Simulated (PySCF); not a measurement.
## Spinor energies of Hf⁴⁵⁺ (hafnium, charge +45)

Start: [Ar] 3d9; 3d3/2 filled at m_j = -1/2, +1/2, +3/2; 3d5/2 filled at m_j = -5/2, -3/2, -1/2, +1/2, +3/2, +5/2. Calculated with PySCF 2.14 in an uncontracted even-tempered set (16 s from 11 bohr⁻², ratio 2.8; 13 p from 14 bohr⁻², ratio 2.8; 8 d from 14 bohr⁻², ratio 2.8; 3 f from 52 bohr⁻², ratio 3): generalised Hartree-Fock with the X2C-1e Hamiltonian and a Gaussian nucleus; one run each with spin-orbit coupling (SO) screened by Boettger's factors, then bare. This is a chosen level, not necessarily the ground level.

| spinor shell | electrons | ε, screened SO (eV) | ε, bare SO (eV) | weight of nominal j (bare SO) | rms radius, bare SO (bohr) |
| --- | --- | --- | --- | --- | --- |
| 1s1/2 | 2 | -68027.4 | -68026.5 | 1.000 | 0.0215 |
| 2s1/2 | 2 | -13660.4 | -13660.3 | 1.000 | 0.0867 |
| 2p1/2 | 2 | -13139.8 | -13168.9 | 1.000 | 0.0736 |
| 2p3/2 | 4 | -11940.5 | -11931.1 | 1.000 | 0.0809 |
| 3s1/2 | 2 | -4787.7 | -4787.7 | 1.000 | 0.218 |
| 3p1/2 | 2 | -4558.4 | -4565.0 | 1.000 | 0.208 |
| 3d3/2 | 3 | -3930.4 | -3936.6 | 0.999 | 0.194 |
| 3d5/2 | 6 | -3870.8 | -3867.1 | 0.999 | 0.198 |

(1) Where does 3p3/2 lie, and what is the 3p spin-orbit splitting (bare SO)?

| quantity | screened SO | bare SO |
| --- | --- | --- |
| E (hartree) | -13628.28295 | -13629.07599 |
| M_J | 3/2 | 3/2 |
| ⟨J²⟩ | 3.750 | 3.750 |
| ⟨L²⟩ | 6.053 | 6.057 |
| ⟨S²⟩ | 0.803 | 0.807 |

Each row is a mean over spinors that exchange with the open shell spreads, by up to 23.719 eV (3p1/2).

Breit and QED terms are absent; they matter most for the inner s and p1/2 levels.

Densities and radii are taken from the X2C orbitals without a picture-change correction, which distorts them close to the nucleus.

Results:

(1) At -4284.7 eV, 280.29 eV above 3p1/2.
